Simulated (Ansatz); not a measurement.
CHBClFO, SMILES `FC1OB1Cl` at its PBE0-D4/def2-TZVP geometry, where that method's forces vanish. The species carries charge 0 and has multiplicity 1.

```xyz
6

F     1.6421   -0.6229   -0.2379
C     0.3358   -0.3869   -0.4681
O    -0.5122   -0.7320    0.6821
B    -0.4423    0.5698    0.3949
Cl   -1.0418    2.0460    1.0140
H     0.0184   -0.8741   -1.3851
```

Question: What forces (eV/Å) does PBE-D4/def2-TZVPP give on these atoms in Ansatz? (Best estimate.)

Answer: The calculation gave: 
```
F1   0.742 -0.135  0.098
C2  -0.104  0.255 -0.526
O3  -0.450 -0.795  0.670
B4  -0.014  0.587 -0.125
Cl5 -0.093  0.219  0.111
H6  -0.081 -0.131 -0.228
```
